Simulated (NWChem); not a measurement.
Species: H$_{2}$BO$_{3}$, doublet; SMILES [O]B(O)O

```xyz
6

O      0.0000     0.0000    -1.4268
B      0.0000     0.0000    -0.0539
O      1.2231     0.0094     0.5439
O     -1.2231    -0.0094     0.5439
H      1.2153    -0.1493     1.4908
H     -1.2153     0.1493     1.4908
```
Atoms are numbered in this order, from 1.

Program: NWChem. Spin-unrestricted. Coordinates come from a PBE0/def2-SVP, spin-unrestricted optimisation. No stability test was run on the SCF state. Total energies compare along this basis series because the functional is fixed.

```csv
level,basis functions,energy (Ha),highest occupied level (eV),"lowest empty minus highest occupied level, either spin (eV)",dipole (D),relative time
PBE/cc-pVDZ,66,-251.5238,-6.90,1.02,3.81,1
PBE/aug-cc-pVDZ,110,-251.5546,-7.51,1.05,3.74,3
PBE/cc-pVTZ,148,-251.6146,-7.35,1.12,3.79,5
PBE/aug-cc-pVTZ,230,-251.6208,-7.55,1.14,3.74,10
```

Relative times are rough (shared machine, one core).
